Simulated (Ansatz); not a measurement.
Calculated with Ansatz (gas phase, PBE0-D4/def2-TZVP geometries, no zero-point term in ΔE). CBS: MP2 limit from def2 TZ/QZ plus the TZ coupled-cluster correction, frozen cores. This one scheme is used for every species. DFT in def2-TZVPP. For Ge outer-core shells are correlated without core-valence functions, which leaves a few kJ/mol of doubt a bond. Scalar relativity is left out up to krypton. Each species was taken in one conformer, which may not be the lowest.

Reaction (silylene formation by 1,1-elimination): `[NH2][GeH2][SiH](N)O` → `[NH2][GeH3]` + `N[Si]O`

CCSD(T)/CBS gives +1.45 eV.

Task: Another level gave +1.31 eV. Which?
A. CCSD(T)/def2-TZVPP
B. ωB97X-V/def2-TZVPP
C. PBE0-D4/def2-TZVPP
D. B2PLYP/def2-TZVPP

Result: D. B2PLYP 1.31, PBE0-D4 1.56, CCSD(T)/def2-TZVPP 1.39, ωB97X-V 1.51 eV.

Largest T1 diagnostic among the species: 0.014.

The D4 term adds +0.18 eV with B3LYP and +0.10 eV with PBE0; it sums over pairs of atoms, weighted by their polarisabilities, and B3LYP, whose exchange is more repulsive, gets the larger term. In def2-TZVPP, CCSD(T) changes the Hartree–Fock value by +0.13 eV (the triples alone add +0.02 eV) and MP2 by +0.24 eV. From PBE to PBE0 (25 % exact exchange), in def2-TZVPP and without D4, ΔE moves by +0.13 eV.

B3LYP here is the variant with VWN-RPA as its local correlation; programs differ in this.
